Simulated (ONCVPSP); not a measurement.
Building the ONCV potential for Ag (Z = 47) (PBE, fully relativistic).

| Property | Result |
| --- | --- |
| Element | silver (Ag) |
| Generator | ONCVPSP 4.0.1 |
| Type | optimised norm-conserving Vanderbilt (ONCV) |
| Functional | PBE |
| Relativity | fully relativistic |
| Frozen core | [Ar] 3d10 |
| Valence charge | 19 |
| Reference configuration | 4s2 4p6 4d10 (charge +1) |
| Partial waves | 4s: rc 0.95 bohr, ncon 4, nbas 7, qcut 5.7 1/bohr, 1 projector; 4p: rc 1.30 bohr, ncon 3, nbas 7, qcut 9.5 1/bohr, 3 projectors, debl 1.4 Ha; 4d: rc 1.50 bohr, ncon 3, nbas 8, qcut 8.4 1/bohr, 1 projector |
| Local potential | polynomial inside 0.90 bohr (lpopt 5, dvloc0 0 Ha) |
| Core correction | none |

Open shells are filled in proportion to 2j + 1.

In the p channel the program set the typed energies aside and used -2.397, 0.250, 1.650 Ha (j = l + 1/2; the other j can differ).

**Question.** Does the generator finish with these settings?

**Answer.** Yes, a potential is produced and its reference levels are reproduced.

**Question.** Estimate the cutoffs (Ha) at which the residual kinetic energy of the hardest occupied pseudo-wave falls to 1 and 0.1 mHa per electron.

**Answer.** 133 Ha and 156 Ha.

**Question.** What does a ghost test show?

**Answer.** Ghosts flagged at negative energy: s at -50.3 eV; no localised positive-energy state flagged. A true bound ghost makes a file unfit for plane-wave use.

**Question.** Which valence shell sets the plane-wave cutoff?

**Answer.** 4s: 133 Ha for 1 mHa per electron, against 30 Ha for 4p.

Its largest configuration-test error is +7.7 meV (4s2 4p6 4d8). 2 of 4 tests not solved or not reliable.
